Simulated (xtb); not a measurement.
xtb input (GFN2-xTB):

```bash
xtb mol.xyz --gfn 2 --ohess tight --chrg -1 --uhf 0
```
mol.xyz:
```
5

O      1.70090917    -0.53012344     0.08704571
C      0.57053685    -0.37374540     0.04840858
C     -0.72502707    -0.84802846    -0.01393978
C     -0.58216489     0.41989972     0.02483251
H     -0.96391950     1.41128354     0.00790707
```

End of the output:

```
          :.................................................:

    mode    ω/cm⁻¹     T·S(HO)/kcal·mol⁻¹    T·S(FR)/kcal·mol⁻¹   T·S(vib)
   ------------------------------------------------------------------------
   ------------------------------------------------------------------------

   temp. (K)  partition function   enthalpy   heat capacity  entropy
                                   cal/mol     cal/K/mol   cal/K/mol   J/K/mol
 298.15  VIB   1.30                  455.013      4.839      2.055
         ROT  0.201E+05              888.752      2.981     22.668
         INT  0.262E+05             1343.766      7.820     24.723
         TR   0.374E+27             1481.254      4.968     37.811
         TOT                        2825.0194    12.7885    62.5335   261.6401

       T/K    H(0)-H(T)+PV         H(T)/Eh          T*S/Eh         G(T)/Eh
   ------------------------------------------------------------------------
    298.15    0.450196E-02    0.291404E-01    0.297117E-01   -0.571293E-03
   ------------------------------------------------------------------------

         :::::::::::::::::::::::::::::::::::::::::::::::::::::
         ::                  THERMODYNAMIC                  ::
         :::::::::::::::::::::::::::::::::::::::::::::::::::::
         :: total free energy         -11.041860798496 Eh   ::
         ::.................................................::
         :: total energy              -11.041289505860 Eh   ::
         :: zero point energy           0.024638429955 Eh   ::
         :: G(RRHO) w/o ZPVE           -0.025209722591 Eh   ::
         :: G(RRHO) contrib.           -0.000571292637 Eh   ::
         :::::::::::::::::::::::::::::::::::::::::::::::::::::

optimized geometry written to: xtbopt.xyz

           -------------------------------------------------
          | TOTAL ENERGY              -11.041289505860 Eh   |
          | TOTAL ENTHALPY            -11.012149120893 Eh   |
          | TOTAL FREE ENERGY         -11.041860798496 Eh   |
          | GRADIENT NORM               0.000161204306 Eh/α |
          | HOMO-LUMO GAP               2.970602170661 eV   |
           -------------------------------------------------

------------------------------------------------------------------------
------------------------------------------------------------------------
 total:
 SCF:
 ANC optimizer:
 analytical hessian:
```

It need not be the lowest isomer of its formula. Whether it binds its extra electron was not tested at this geometry.
